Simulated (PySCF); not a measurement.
# O²⁺: excitation energy

O²⁺ [He] 2s2 2p2 (3P) → O²⁺ [He] 2s2 2p1 3d1 (high-spin determinant), as a difference of total energies. Computed with PySCF 2.14 in aug-cc-pVTZ (5s4p3d2f, 46 functions), with the non-relativistic Hamiltonian (point nucleus). Correlated levels: valence: 1s2 frozen. The calculations carry no spin-orbit coupling.

```
           method  excitation energy (eV)
              UHF                  41.537
              LDA                  40.830
              PBE                  40.442
             PBE0                  40.834
           r2SCAN                  41.284
          wB97M-V                  40.812
            B3LYP                  40.748
            HSE06                  40.831
          r2SCAN0                  41.432
    MP2 (valence)                  40.614
SCS-MP2 (valence)                  40.354
```

Task: How much does correlation contribute at MP2 (valence)?

Result: 40.614 − (41.537) = -0.923 eV, measured against UHF.

A first-order spin-orbit estimate (lowest level to lowest level, LS coupling) adds 0.005 eV.

The promoted electron is Rydberg-like, and one or two diffuse shells describe it only roughly, which tends to raise the upper state.

The determinant of the upper state mixes LS terms, which raises its energy above the lowest term, most at the Hartree-Fock and MP2 levels.
